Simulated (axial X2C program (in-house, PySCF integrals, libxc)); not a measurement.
# Correcting the dissociation energy of AsO⁺ for spin–orbit coupling

A spin-free PBE0 curve (one-electron X2C) was computed with an in-house all-electron X2C program for linear molecules (integrals from PySCF), basis As dyall-cv3z [9s9p6d4f1g], O dyall-av3z [7s6p3d2f] (cores contracted in-house), for the state M_S = 0, Λ = 0 (closed shell). It gives D0 = 6.196 eV to As+ + O, which in a spin-free picture are the weighted means of the ground terms.

Measured levels of the ground terms (NIST Handbook of Basic Atomic Spectroscopic Data), in cm⁻¹: As+ 3P: J = 0 at 0, J = 1 at 1063.5, J = 2 at 2541.3; O 3P: J = 2 at 0, J = 1 at 158.3, J = 0 at 227.

The molecular state has Λ = 0, so it has no first-order lowering.

Problem. How far does each ground level lie under the (2J+1)-weighted mean of its term?

Solution. As+: (1 × 0 + 3 × 1063.5 + 5 × 2541.3)/9 = 1766 cm⁻¹; O: (5 × 0 + 3 × 158.3 + 1 × 227)/9 = 78 cm⁻¹.

Problem. Correct D0.

Solution. D0 = 6.196 + (0 − 1844)/8065.5 = 5.967 eV at PBE0 with these spin–orbit terms.

Second-order spin–orbit effects in the molecule, which grow quickly with Z, are left out. The state is a single determinant with fixed occupations, the lowest that a limited PBE0 search found. Dissociation energies refer to the lowest single-determinant-based atoms at the same level and basis.
